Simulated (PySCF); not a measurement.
ClK, charge +1, doublet, geometry from GFN2-xTB (such geometries of metal compounds can be far from the true shape) (a state made from the parent by changing its charge; the spin is typed, not shown lowest); R2SCAN/def2-TZVP (PySCF).

The PySCF input:
```python
from pyscf import gto, scf, dft

mol = gto.M(
    atom='''
K    -0.000000   -0.000000   -1.529491
Cl    0.000000    0.000000    1.709431
''',
    basis='def2-tzvp',
    charge=1,
    spin=1,
    verbose=4,
)

mf = dft.UKS(mol)
mf.xc = 'r2scan'
mf.grids.atom_grid = (99, 590)
mf.grids.prune = None
mf.kernel()
```

Q: Predict the main parts of the log of this PySCF run.

A: 
```
PySCF version 2.14.0

[INPUT] verbose = 4
[INPUT] num. atoms = 2
[INPUT] num. electrons = 35
[INPUT] charge = 1
[INPUT] spin (= nelec alpha-beta = 2S) = 1
[INPUT] symmetry False subgroup None
[INPUT] Mole.unit = angstrom
[INPUT] Symbol           X                Y                Z      unit          X                Y                Z       unit  Magmom
[INPUT]  1 K      0.000000000000   0.000000000000  -1.529491000000 AA    0.000000000000   0.000000000000  -2.890319099987 Bohr   0.0
[INPUT]  2 Cl     0.000000000000   0.000000000000   1.709431000000 AA    0.000000000000   0.000000000000   3.230356418841 Bohr   0.0

nuclear repulsion = 52.7719528680098
number of shells = 26
number of NR pGTOs = 128
number of NR cGTOs = 70
basis = def2-tzvp
ecp = {}

******** <class 'pyscf.dft.uks.UKS'> ********
method = UKS
initial guess = minao
damping factor = 0
level_shift factor = 0
DIIS = <class 'pyscf.scf.diis.CDIIS'>
diis_start_cycle = 1
diis_space = 8
diis_damp = 0
SCF conv_tol = 1e-09
SCF conv_tol_grad = None
SCF max_cycles = 50
direct_scf = True
direct_scf_tol = 1e-13
number electrons alpha = 18  beta = 17
XC library pyscf.dft.libxc version 7.1.2
    S. Lehtola, C. Steigemann, M. J. T. Oliveira, and M. A. L. Marques,  SoftwareX 7, 1–5 (2018)
XC functionals = r2scan
    J. W. Furness, A. D. Kaplan, J. Ning, J. P. Perdew, and J. Sun,  J. Phys. Chem. Lett. 11, 8208–8215 (2020)
    J. W. Furness, A. D. Kaplan, J. Ning, J. P. Perdew, and J. Sun,  J. Phys. Chem. Lett. 11, 9248–9248 (2020)
    J. W. Furness, A. D. Kaplan, J. Ning, J. P. Perdew, and J. Sun,  J. Phys. Chem. Lett. 11, 8208–8215 (2020)
    J. W. Furness, A. D. Kaplan, J. Ning, J. P. Perdew, and J. Sun,  J. Phys. Chem. Lett. 11, 9248–9248 (2020)
radial grids:
    Treutler-Ahlrichs [JCP 102, 346 (1995); DOI:10.1063/1.469408] (M4) radial grids

becke partition: Becke, JCP 88, 2547 (1988); DOI:10.1063/1.454033
pruning grids: None
grids dens level: 3
symmetrized grids: False
atomic radii adjust function: <function treutler_atomic_radii_adjust>
User specified grid scheme (99, 590)
small_rho_cutoff = 0
Set gradient conv threshold to 3.16228e-05
tot grids = 116824
init E= -1059.94655206299

cycle= 1 E= -1059.83187512483  delta_E= 0.115  |g|= 0.107  |ddm|= 0.793
cycle= 2 E= -1059.83785443362  delta_E= -0.00598  |g|= 0.0333  |ddm|= 0.113
cycle= 3 E= -1059.83824943675  delta_E= -0.000395  |g|= 0.0131  |ddm|= 0.0382
cycle= 4 E= -1059.83832334388  delta_E= -7.39e-05  |g|= 0.0032  |ddm|= 0.0118
cycle= 5 E= -1059.83832822536  delta_E= -4.88e-06  |g|= 0.000867  |ddm|= 0.00255
cycle= 6 E= -1059.83832860608  delta_E= -3.81e-07  |g|= 0.000127  |ddm|= 0.000726
cycle= 7 E= -1059.83832861304  delta_E= -6.97e-09  |g|= 3.69e-05  |ddm|= 0.000128
cycle= 8 E= -1059.83832861359  delta_E= -5.42e-10  |g|= 4.28e-06  |ddm|= 3.68e-05
Extra cycle  E= -1059.83832861361  delta_E= -2.02e-11  |g|= 2.81e-06  |ddm|= 1.02e-05
converged SCF energy = -1059.83832861361  <S^2> = 0.75584887  2S+1 = 2.0058403
```
